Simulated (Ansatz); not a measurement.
H₇OSi₃ (`O[Si]([SiH3])[SiH3]`) radical at its PBE0-D4/def2-TZVP geometry, where that method's forces vanish. Total charge 0; spin multiplicity 2.

```xyz
11

O     0.0779   -1.5886   -1.4808
Si   -0.5266   -0.3364   -0.5699
Si   -0.7487   -1.0789    1.6290
Si    0.6500    1.6690   -0.8350
H     0.3383   -1.3888   -2.3820
H     0.5398   -1.5289    2.2265
H    -1.7220   -2.2005    1.7040
H    -1.2708    0.0690    2.4194
H     2.0685    1.6073   -0.3789
H     0.6534    2.0561   -2.2741
H    -0.0599    2.7205   -0.0582
```

(1) What forces (eV/Å) does ωB97M-V/def2-TZVPP give on these atoms in Ansatz? (Estimate.)

Results:

(1) Computed: 
```
O1   0.065 -0.058 -0.098
Si2 -0.081  0.125  0.116
Si3  0.002 -0.046  0.105
Si4  0.075  0.104 -0.016
H5   0.000 -0.029  0.028
H6  -0.146  0.050 -0.061
H7   0.111  0.132 -0.013
H8   0.057 -0.124 -0.086
H9  -0.156  0.014 -0.050
H10 -0.003 -0.048  0.162
H11  0.077 -0.121 -0.086
```
